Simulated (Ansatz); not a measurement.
C2H7BrGe can be A, `[CH3][GeH2][CH2]Br`, or B, `[GeH3][CH2]CBr`.

Computed with Ansatz on PBE0-D4/def2-TZVP structures; ΔE is electronic, products minus reactants. CCSD(T)/CBS adds triple-zeta CCSD(T) − MP2 to the extrapolated MP2 energy (def2 sets, frozen cores). DFT in def2-TZVPP. B3LYP here is the variant with VWN-RPA as its local correlation; programs differ in this. For Br, Ge outer-core shells are correlated without core-valence functions, which leaves a few kJ/mol of doubt a bond. Scalar relativity is left out up to krypton. One conformer a species, not always the lowest.

A:

```xyz
11

C    -0.3889   -0.4188    1.5392
Ge   -0.5463    0.6146   -0.1028
C     0.6417   -0.1336   -1.4809
Br    2.4896   -0.1223   -0.8765
H    -1.0169    0.0119    2.3200
H     0.6474   -0.4170    1.8785
H    -0.7017   -1.4500    1.3692
H    -0.1502    2.0847    0.1181
H    -1.9862    0.5543   -0.6578
H     0.3976   -1.1703   -1.7060
H     0.6140    0.4466   -2.4009
```

B:

Z-matrix (Å, degrees):
```
Ge
C 1 1.970
H 1 1.539 2 109.8
H 1 1.536 2 109.5 3 120.2
H 1 1.539 2 109.8 3 -119.6
C 2 1.502 1 111.6 3 59.9
H 2 1.092 1 108.0 3 -62.2
H 2 1.092 1 108.0 3 -178.1
Br 6 1.960 2 112.1 1 180.0
H 6 1.089 2 112.7 1 -62.1
H 6 1.089 2 112.7 1 62.0
```

Task: Which isomer does CCSD(T)/CBS put lower? Give the gap. (An estimate is asked.)

Result: The calculation gave: A, by 26.3 kJ/mol.

Task: Give E(B) − E(A) in kJ/mol with B2PLYP, B3LYP-D4, r2SCAN-D4, HF/def2-TZVPP, B3LYP, CCSD(T)/def2-TZVPP, CCSD/def2-TZVPP. (Estimate.)

Result: Computed: B2PLYP 25.3, B3LYP-D4 23.9, r2SCAN-D4 24.1, HF/def2-TZVPP 22.7, B3LYP 22.7, CCSD(T)/def2-TZVPP 27.4, CCSD/def2-TZVPP 27.2. None reverses the order clearly.

Largest T1 diagnostic: 0.010.

In def2-TZVPP, CCSD(T) changes the Hartree–Fock value by +4.7 kJ/mol (the triples alone add +0.2 kJ/mol) and MP2 by +6.7 kJ/mol.
